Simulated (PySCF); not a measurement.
C3H6FNSi, SMILES F[C@H]1C[SiH2]C=N1.

Coordinates come from a PBE-D3(BJ)/def2-SVP optimisation. The structure was generated by enumeration; whether it is a known compound was not checked. One conformer was computed; it need not be the lowest.

All values below come from r2SCAN/def2-TZVP (PySCF).

Gas-phase values at a fixed geometry.

```yaml
total_energy: -561.93973 hartree
highest_occupied_level: -6.35 eV
lowest_empty_level: -2.18 eV
orbital_gap: 4.17 eV
dipole_moment: 2.86 D
quadrupole, principal values (traceless, Buckingham form, about the centre of nuclear charge): -7.92, 2.09, 5.83 D·Å
mean_static_polarisability: 68.0 bohr³ (10.07 Å³)
polarisability_principal_values: 54.6, 67.1, 82.3 bohr³
```
